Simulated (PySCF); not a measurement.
**Working out the excitation energy of Sn(2+)**

Sn(2+) [Kr] 4d10 5s2 (1S) → Sn(2+) [Kr] 4d10 5s1 6s1 (3S). Computed with PySCF 2.14 in aug-cc-pVDZ-PP with ECP28MDF, with scalar relativity through the core potential. Frozen: 4s2 4p6 4d10. Energies in hartree (1 hartree = 27.21139 eV):

```tsv
part	Sn(2+) (lower)	Sn(2+) (upper)
UHF	-212.579230	-211.997578
MP2 opposite-spin	-0.022000	0.000000
MP2 same-spin	0.000000	-0.003717
```

**Question.** What does Hartree-Fock give?

**Answer.** (-211.997578) − (-212.579230) = 0.581652 hartree = 15.828 eV.

**Question.** What do MP2 and SCS-MP2 (6/5 opposite-spin, 1/3 same-spin) give?

**Answer.** The opposite-spin parts differ by 0.599 eV and the same-spin parts by -0.101 eV. MP2: 15.828 + (0.599) + (-0.101) = 16.326 eV. SCS-MP2: 15.828 + 1.2 × (0.599) + (-0.101)/3 = 16.513 eV.

A double-zeta basis recovers only part of the correlation energy.
